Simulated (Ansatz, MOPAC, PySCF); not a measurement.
Potential energy curve for GaSi (cation, charge +1), lowest triplet found (which spin is the ground state isn't settled by this scan).

- UMP2/6-31G* = unrestricted MP2 (frozen core)/6-31G*, spherical d (PySCF)
- PM6, unrestricted, heats of formation (MOPAC)
- UKS-B3LYP/6-31G* = unrestricted B3LYP/6-31G*, spherical d (PySCF)
- FCI = full CI/aug-cc-pVDZ, cores with 3d frozen (Ansatz, a program for electronic structure)

Energies relative to the lowest point of each curve between 2.53 and 3.41 Å, where full CI is lowest, in kcal/mol; the last columns give the difference from FCI:

```
R / Å  UMP2/6-31G*   PM6  UKS-B3LYP/6-31G*   FCI  UMP2/6-31G* − FCI  PM6 − FCI  UKS-B3LYP/6-31G* − FCI
-----  -----------  ----  ----------------  ----  -----------------  ---------  ----------------------
2.53           3.5   1.6               4.2   5.2               -1.7       -3.6                    -1.0
2.65           1.2   0.0               1.6   2.3               -1.1       -2.3                    -0.7
2.80           0.0   8.5               0.2   0.5               -0.5        8.0                    -0.3
2.95           0.1  16.0               0.0   0.0                0.1       16.0                     0.0
3.14           1.2  24.1               0.8   0.5                0.7       23.6                     0.4
3.41           3.5  33.0               2.9   2.1                1.4       30.8                     0.8
3.73           6.3  40.2               5.8   4.6                1.8       35.6                     1.2
4.09           9.1  45.2               8.7   7.2                1.9       37.9                     1.5
4.62          12.1  48.9              12.2  10.4                1.7       38.5                     1.8
5.08          13.9  50.3              14.3  12.3                1.6       38.0                     2.0
5.77          15.4  51.2              16.1  13.9                1.4       37.3                     2.2
6.77          16.3  51.7              16.9  15.0                1.3       36.7                     1.9
7.91          16.7  52.0              16.7  15.5                1.2       36.5                     1.2
```

UMP2/6-31G* is furthest from FCI at 4.09 (1.9 kcal/mol, above); its mean absolute difference over the points is 1.3 kcal/mol.

PM6 is furthest from FCI at 4.62 (38.5 kcal/mol, above); its mean absolute difference over the points is 26.5 kcal/mol.

UKS-B3LYP/6-31G* is furthest from FCI at 5.77 (2.2 kcal/mol, above); its mean absolute difference over the points is 1.2 kcal/mol.

The scan ran from 1.66 to 7.91 Å; beyond the distances shown full CI changes its symmetry label.
